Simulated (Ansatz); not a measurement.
`C[NH][Zr]([Cl])([Cl])[Cl]` → `[CH2]` (triplet) + `[NH2][Zr]([Cl])([Cl])[Cl]` at 298.15 K and 1 bar (formal loss of a carbene).

Computed with Ansatz on PBE0-D4/def2-TZVP structures; ΔE is electronic, products minus reactants. CBS: MP2 limit from def2 TZ/QZ plus the TZ coupled-cluster correction, frozen cores. This one scheme is used for every species. Triplets are unrestricted, without spin–orbit coupling. def2 core potentials past Kr. For Zr outer-core shells are correlated without core-valence functions, which leaves a few kJ/mol of doubt a bond. One conformer a species, not always the lowest.

```json
{"species": "`C[NH][Zr]([Cl])([Cl])[Cl]`", "CCSD(T)/CBS energy (Eh)": "-1521.75679", "H − E (kJ/mol)": "178.5", "S (J/(mol·K))": "434.8"}
{"species": "`[CH2]` (triplet)", "CCSD(T)/CBS energy (Eh)": "-39.09499", "H − E (kJ/mol)": "55.4", "S (J/(mol·K))": "195.3"}
{"species": "`[NH2][Zr]([Cl])([Cl])[Cl]`", "CCSD(T)/CBS energy (Eh)": "-1482.50761", "H − E (kJ/mol)": "98.4", "S (J/(mol·K))": "410.5"}
```

H − E and S are ideal-gas, rigid-rotor, harmonic terms from PBE0-D4/def2-TZVP, for one conformer and one mirror image of each species, with the whole ground term of open shells counted as degenerate. 1 Eh = 2625.50 kJ/mol, R = 8.31446 J/(mol·K).

Task: By hand: ΔE, ΔH, ΔS and ΔG.

Result: ΔE = (-39.09499) + (-1482.50761) − (-1521.75679) = 0.15419 Eh = 404.8 kJ/mol. Δ(H − E) = 55.4 + 98.4 − 178.5 = -24.7, so ΔH = 380.1 kJ/mol. ΔS = 195.3 + 410.5 − 434.8 = 171.0 J/(mol·K). ΔG = 380.1 − 298.15 × (171.0)/1000 = 329.1 kJ/mol.

Task: By hand: the equilibrium constant, and the temperature at which ΔG would vanish if ΔH and ΔS stayed fixed.

Result: log₁₀ K = −ΔG/(RT ln 10) = -57.7. ΔG = 0 at ΔH/ΔS = 2223 K.

The number of gas molecules changes by +1, which sets the sign of ΔS. A doubt of 5 kJ/mol in ΔE shifts log₁₀ K by 0.9 here. Other conformers and mirror images would add mixing entropy, several J/(mol·K) or more a flexible species. Modes under 60 cm⁻¹, often nearly free rotors, make the harmonic entropy too high. A triplet takes part, so the spin changes. These are equilibria of isolated gas molecules and say nothing of rates. Largest T1 diagnostic: 0.015 (customary marks: 0.02 for closed shells, 0.045 for open ones).
